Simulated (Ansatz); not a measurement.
Compare A (`O[SiH2][CH2][GeH3]`) with its isomer B (`C[SiH2][O][GeH3]`).

Isolated molecules relaxed with PBE0-D4/def2-TZVP in Ansatz; ΔE leaves out vibrations. CCSD(T)/CBS adds triple-zeta CCSD(T) − MP2 to the extrapolated MP2 energy (def2 sets, frozen cores). Functionals use def2-TZVPP. B3LYP here is the variant with VWN-RPA as its local correlation; programs differ in this. For Ge outer-core shells are correlated without core-valence functions, which leaves a few kJ/mol of doubt a bond. Scalar relativity is left out up to krypton. One conformer a species, not always the lowest.

(1) Which isomer does CCSD(T)/CBS put lower? Give the gap. (An estimate is asked.)

(2) Give E(B) − E(A) in kJ/mol with CCSD(T)/def2-SVP, r2SCAN-D4, PBE0-D4, CCSD/def2-TZVPP, CCSD(T)/def2-TZVPP, B3LYP, MP2/def2-TZVPP. (An estimate is asked.)

(3) Does the order hold for the free energy at 298.15 K (harmonic terms from PBE0-D4)? (Estimate.)

Largest T1 diagnostic: 0.011.

Results:

(1) The calculation gave: B, by 43.9 kJ/mol.

(2) Computed: CCSD(T)/def2-SVP -56.1, r2SCAN-D4 -48.3, PBE0-D4 -41.9, CCSD/def2-TZVPP -48.8, CCSD(T)/def2-TZVPP -46.8, B3LYP -54.4, MP2/def2-TZVPP -45.7. None reverses the order clearly.

(3) Computed: Yes: G(B) − G(A) = -47.2 kJ/mol, for one conformer each. Modes under 60 cm⁻¹, often nearly free rotors, make the harmonic entropy too high.

From BLYP to BHLYP (50 % exact exchange), in def2-TZVPP and without D4, E(B) − E(A) moves by −3.5 kJ/mol. Leaving LDA and LC-ωPBE aside and taking each functional with its dispersion term where it has one, the values, not all of them listed here, spread over 15.0 kJ/mol, from BHLYP-D4 to PBE-D4. LDA lies +6.6 kJ/mol from PBE without D4.
